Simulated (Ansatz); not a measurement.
Start from `CO[SiH3]` and change one atom or group to get `CO[AsH2]`.

Ansatz, PBE0-D4/def2-TZVP geometries, multiplicity 1. 

Scalar relativity is left out up to krypton.

| property | `CO[SiH3]` |
| --- | --- |
| LUMO energy (PBE0/def2-TZVPP) / eV | 0.29 |
| ideal-gas entropy at 298 K and 1 bar (rigid rotor, harmonic PBE0-D4/def2-TZVP) / J/(mol·K) | 298 |
| HOMO energy (PBE0/def2-TZVPP) / eV | -8.19 |
| LUMO energy (ωB97M-V/def2-TZVPP) / eV | 1.95 |
| LUMO energy (PBE/def2-TZVPP) / eV | -0.59 |
| HOMO energy (PBE/def2-TZVPP) / eV | -6.66 |

Task: What does the change do to each property? (An estimate is asked.)

Result: The calculation gave: 
| property | `CO[AsH2]` | shift |
| --- | --- | --- |
| LUMO energy (PBE0/def2-TZVPP) / eV | -0.36 | -0.65 |
| ideal-gas entropy at 298 K and 1 bar (rigid rotor, harmonic PBE0-D4/def2-TZVP) / J/(mol·K) | 296 | -2 |
| HOMO energy (PBE0/def2-TZVPP) / eV | -7.79 | 0.40 |
| LUMO energy (ωB97M-V/def2-TZVPP) / eV | 1.59 | -0.36 |
| LUMO energy (PBE/def2-TZVPP) / eV | -1.29 | -0.70 |
| HOMO energy (PBE/def2-TZVPP) / eV | -6.47 | 0.19 |

With PBE0 the HOMO rises by 0.40 eV and the LUMO falls by 0.65 eV, so the gap narrows by about 1.05 eV. PBE moves the HOMO by 0.19 eV and ωB97M-V by 0.56 eV. The zero-point energy changes by -24.6 kJ/mol with -3 modes.
